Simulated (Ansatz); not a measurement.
Job for Ansatz (a first-principles code): U-CCSD(T)/cc-pVDZ on C2H3 (SMILES [C]C), 2S+1 = 2, a spin state set in the input, which need not be the lowest.

Ansatz 0.2 input:
```yaml
crystal:
  periodic: [false, false, false]
  atoms:
    - {symbol: C, position_ang: [0.88652155, 0.19592903, 0.22243114]}
    - {symbol: C, position_ang: [-0.46940542, -0.14143912, -0.10388119]}
    - {symbol: H, position_ang: [-0.62363612, -0.88917955, -0.89435143]}
    - {symbol: H, position_ang: [-0.71417237, 0.85118728, -0.55109512]}
    - {symbol: H, position_ang: [-1.16488825, -0.28894718, 0.73414688]}
basis:
  gaussian:
    orbitals: cc-pVDZ
magnetization: {spin_polarized: true, initial_magnetization: 1}
correlation: {method: ccsd_t, electrons: outside_noble_gas}
scf: {omitted_lower_state_checks: [cluster_reference]}
```

Output:

```
WARN ansatz: RAYON_NUM_THREADS=1 ignored (pool sized by the plan → 1); use --threads N
Functional definition: HF
these checks for a lower state are left out or cut short: cluster_reference
integrals: 0.02 GiB planned
392 factors; integrals over basis functions are off by at most 1.2e-3 eV
mean field: 0.07 GiB planned
mean field evaluation 1: about -2102.8937 eV, gradient 1.3e1 eV
mean field evaluation 2: about -2102.8951 eV, gradient 1.3e1 eV
mean field evaluation 4: about -2104.2602 eV, gradient 1.8e0 eV
mean field evaluation 8: about -2104.2977 eV, gradient 7.9e-2 eV
mean field evaluation 16: about -2104.3117 eV, gradient 2.2e-1 eV
mean field evaluation 32: about -2103.8825 eV, gradient 5.1e-1 eV
mean field evaluation 64: about -2104.3061 eV, gradient 1.9e-1 eV
mean field -2104.31239676 eV, -77.3320542266 hartree, gradient 2.1e-6 eV, S^2 0.870653; 9 other end points of the search recorded, 0 dependent functions left out
2 core orbitals not correlated
reference -2104.31239676 eV, -77.3320542266 hartree; 6, 5 occupied and 35, 36 virtual orbitals, 392 factors
second order -6.02140613 eV of doubles, -0.00000000 eV of singles
coupled cluster: 0.09 GiB planned
cycle   1  -6.70237993 eV  change   -6.8e-1 eV  update   6.7e-2
cycle   2  -6.98383389 eV  change   -2.8e-1 eV  update   3.0e-2
cycle   3  -7.04264923 eV  change   -5.9e-2 eV  update   1.9e-2
cycle   4  -7.05797590 eV  change   -1.5e-2 eV  update   1.4e-2
cycle   5  -7.07617862 eV  change   -1.8e-2 eV  update   9.8e-3
cycle   6  -7.08663709 eV  change   -1.0e-2 eV  update   5.7e-3
cycle   7  -7.09130454 eV  change   -4.7e-3 eV  update   3.4e-3
cycle   8  -7.09442406 eV  change   -3.1e-3 eV  update   2.0e-3
cycle   9  -7.09471476 eV  change   -2.9e-4 eV  update   1.0e-3
cycle  10  -7.09547329 eV  change   -7.6e-4 eV  update   4.2e-4
cycle  11  -7.09554646 eV  change   -7.3e-5 eV  update   1.6e-4
cycle  12  -7.09556232 eV  change   -1.6e-5 eV  update   6.0e-5
cycle  13  -7.09550867 eV  change    5.4e-5 eV  update   2.6e-5
cycle  14  -7.09550732 eV  change    1.3e-6 eV  update   1.3e-5
coupled cluster: 0.09 GiB planned
perturbative correction -0.19717867 eV, -0.0072461826 hartree
Total energy: -2111.60508275 eV, -77.6000554937 hartree
Checks for a lower state left out: cluster_reference
```

The calculation finished and met its thresholds. Its determinant has ⟨S²⟩ = 0.87, a mixture of spin states.

Cost: about 1.9 core-seconds (a rough figure).
